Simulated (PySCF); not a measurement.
# Removing the step error of a finite difference

System: C2H5Zn (SMILES C[CH2][Zn+]), charge +1, singlet, at a GFN2-xTB geometry (such geometries of metal compounds can be far from the true shape), atoms displaced at random by about 0.03 Å a coordinate. Level: PBE/6-31G, gradient in PySCF. Sums are taken with unrounded values, so a last digit can differ.

Central differences of the energy along y of atom 8 gave a gradient component of 0.013304 Eh/bohr at step 0.05 and 0.018095 Eh/bohr at step 0.2 (atomic units).

Problem. Extrapolate to zero step.

Solution. The leading error of a symmetric difference goes as h², so A(h) = A0 + c h². Then c = (0.018095 - (0.013304))/(0.2² - 0.05²) = 0.128 (atomic units) and A0 = 0.013304 - c × 0.05² = 0.012985 Eh/bohr. The analytic value from the same program and level (with grid response) is 0.012987 Eh/bohr: the smaller step missed it by 0.000317, the extrapolation by -0.000002.
